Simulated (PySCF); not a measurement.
Working with the constants of GaB

UHF-CCSD(T) constants of GaB, ³Π (triplet), unpaired electrons σ ↑, π ↑ (Ga aug-pcseg-1, B aug-pcseg-1; no relativity (PySCF 2.14); masses 68.9256 and 11.0093 u):

| Item | Value |
| --- | --- |
| ωe | 416.1 cm⁻¹ |
| ωexe | 2.96 cm⁻¹ |
| Be | 0.34884 cm⁻¹ |
| αe | 0.00361 cm⁻¹ |
| D (centrifugal) | 9.81e-07 cm⁻¹ |
| De to Ga + B | 1.54 eV |

(1) Give the vibrational terms G(v) and spacings up to v = 6.

(2) How well does the Morse estimate ωe²/(4ωexe) reproduce De, and what is D0?

Correlated steps freeze 10 core orbitals. Correlated levels converge slowly with the basis: in double zeta they bind strong bonds too weakly, by up to about 1 eV, and carry superposition errors of some tenths. Spin–orbit coupling is left out. The state was picked by a PBE0 search and need not be the measured ground state.

Results:

(1) G(v) = ωe(v+½) − ωexe(v+½)².

```csv
v,G(v) (cm⁻¹),G(v) − G(v−1),Bv (cm⁻¹)
0,207.3,,0.3470
1,617.5,410.2,0.3434
2,1021.8,404.3,0.3398
3,1420.1,398.3,0.3362
4,1812.5,392.4,0.3326
5,2199.0,386.5,0.3290
6,2579.6,380.6,0.3254
```

(2) It gives 1.81 eV, 118 % of the computed De. D0 = De − G(0) = 1.54 − 0.03 = 1.51 eV.
